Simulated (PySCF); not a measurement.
PySCF was given this input:
```python
from pyscf import gto, scf, dft

mol = gto.Mole()
mol.atom = '''
    Si   -0.84354012   -0.48617747   -0.23489188
    Cl   -1.46295533    1.40478395   -0.09259422
    B     0.99112786   -0.42677545    0.23075668
    O     1.85667942   -1.84027161    0.00069018
    O     1.93897674    0.43736395    0.31509468
    H    -1.42680168   -0.94585947   -1.49949519
    H    -1.63158937   -1.16095491    0.74755470
    H     1.45352319   -2.50609562   -0.25014450
    H     1.40594074    1.39605718    0.38474285
'''
mol.basis = 'sto-3g'
mol.verbose = 4
mol.build()

mf = dft.RKS(mol)
mf.xc = 'pbe0'
mf.kernel()
g = mf.nuc_grad_method()
grad = g.kernel()
```

**Question.** Estimate the nuclear repulsion energy that PySCF with PBE0/STO-3G, gradient returns for this input.

**Answer.** 264.4705 Eh

**Question.** What is the computed total energy (PBE0/STO-3G, gradient)?

**Answer.** -916.1987 Eh

**Question.** Predict the HOMO energy from PBE0/STO-3G, gradient.

**Answer.** -4.32 eV

**Question.** Predict the number of basis functions from PBE0/STO-3G, gradient.

**Answer.** 37

**Question.** What is the computed HOMO-LUMO gap (PBE0/STO-3G, gradient)?

**Answer.** 6.81 eV

**Question.** Estimate the dipole moment that PBE0/STO-3G, gradient returns for this input.

**Answer.** 1.26 D
